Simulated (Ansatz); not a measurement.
A structure relaxed at PBE-D4/def2-SVPD in Ansatz, charge -1, doublet:

```xyz
5

Pt    0.938    0.102   -1.620
Pt    1.333    1.098    0.728
Pt   -0.340   -0.619    1.736
Pt   -0.733   -1.613   -0.613
Sn   -1.199    1.033   -0.230
```

Task: Give its formula.

Result: SnPt₄⁻ (the lowest doublet isomer of a short search).

Task: Summarise the bond lengths by kind (pairs closer than 1.2 times the sum of covalent radii, bridged metal pairs left out).

Result: 4 × Pt–Pt 2.58 to 2.60 Å; 4 × Pt–Sn 2.71 Å.

In the def2 sets Pt, Sn take a core potential; there is no spin–orbit coupling. The charge -1 doublet is spin-contaminated (final ⟨S²⟩ up to 1.73, 0.75 for a pure state). The structure comes from a short search, and lower isomers may exist.
